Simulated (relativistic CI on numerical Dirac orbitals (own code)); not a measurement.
## Fe⁵⁺ in a cubic cluster: 3s photoemission with charge transfer

Computed with a charge-transfer multiplet model of a cubic metal-ligand cluster with up to 2 ligand holes, Slater and spin-orbit integrals from Dirac-Coulomb-Breit ions, Slater integrals scaled by 0.9. The ground state mixes d3 with configurations of k ligand holes L, whose averages lie at kΔ + k(k − 1)U_dd/2; a core hole lowers each added d electron by U_cd. 300 K, Lorentzian 1.4 eV and Gaussian 0.8 eV FWHM.

Atomic integrals in eV (Slater integrals scaled, ζ unscaled), ground: F2dd 12.493, F4dd 7.889, zeta_d 0.071; with the core hole: F2dd 13.248, F4dd 8.398, zeta_d 0.080, G2cd 12.508.

Cluster parameters (eV): Δ = 0.1, U_dd = 5.8, U_cd = 7, 10Dq(ligand) = 0.2, V(eg) = 3.55, V(t2g) = -1.84, final-state hopping factor = 1.

| Case | n_d | d3 | d4L | d5L2 | S |
| --- | --- | --- | --- | --- | --- |
| 10Dq = -0.05 eV | 3.96 | 0.24 | 0.56 | 0.20 | 1.50 |
| 10Dq = 0.55 eV | 3.94 | 0.25 | 0.55 | 0.19 | 1.50 |
| 10Dq = 1.45 eV | 3.91 | 0.27 | 0.55 | 0.18 | 1.50 |

Weights, n_d and S are thermal averages at 300 K. Binding energies count from the first peak over 30 % of the highest in each spectrum, which can be another peak from case to case. The parameters are a model scan and need not match a compound or its usual spin state. A negative ionic 10Dq is a model choice; hopping adds the covalent part of the field. Peaks in eV (height, largest 100):
- 10Dq = -0.05 eV: 0.0 (100), 6.3 (26), 8.5 (19), 12.4 (57), 17.4 (8), 28.0 (6)
- 10Dq = 0.55 eV: 0.0 (100), 6.2 (26), 8.0 (18), 12.3 (57), 17.3 (8), 27.8 (6)
- 10Dq = 1.45 eV: 0.0 (100), 6.1 (24), 9.4 (16), 12.1 (54), 17.2 (8), 27.6 (6)

Curve for 10Dq = 0.55 eV (points under 2 left out, the grid thinned):

(E (eV), Intensity): (-3.7, 4.5), (-3.0, 6.8), (-2.3, 11.2), (-1.6, 21.8), (-0.9, 51.4), (-0.3, 92.7), (0.4, 83.3), (1.1, 37.5), (1.8, 17.4), (2.5, 10.3), (3.2, 7.6), (3.9, 6.9), (4.6, 8.4), (5.3, 14.3), (5.9, 23.5), (6.6, 23.7), (7.3, 17.6), (8.0, 17.6), (8.7, 16.6), (9.4, 14.5), (10.1, 12.9), (10.8, 17.1), (11.5, 34.5), (12.1, 55.0), (12.8, 44.3), (13.5, 21.8), (14.2, 12.5), (14.9, 9.9), (15.6, 8.9), (16.3, 7.7), (17.0, 8.1), (17.6, 7.8), (18.3, 5.0), (19.0, 3.1), (19.7, 2.5), (20.4, 2.5), (21.1, 2.5), (21.8, 2.2), (25.0, 2.1), (25.7, 2.3), (26.3, 2.4), (27.0, 3.8), (27.7, 6.0), (28.4, 4.3), (29.1, 2.0)

For the case 10Dq = 0.55 eV, Δ = 0.1 eV is smaller than U_dd = 5.8 eV, the charge-transfer side of the Zaanen-Sawatzky-Allen scheme. With the core hole the average of the configuration with one ligand hole lies at Δ − U_cd = -6.9 eV before mixing: the effective hopping of about 7.1 eV (from the holes of the mixed ground state) is comparable with this gap or larger, so the configurations mix strongly.

With at most 2 ligand holes the space is cut while the next configuration still counts, so covalency is underestimated, and a final configuration with one more ligand hole, which can lie low, is missing from the spectra.

Without intra-shell correlation the exchange splitting of the 3s hole comes out too large.
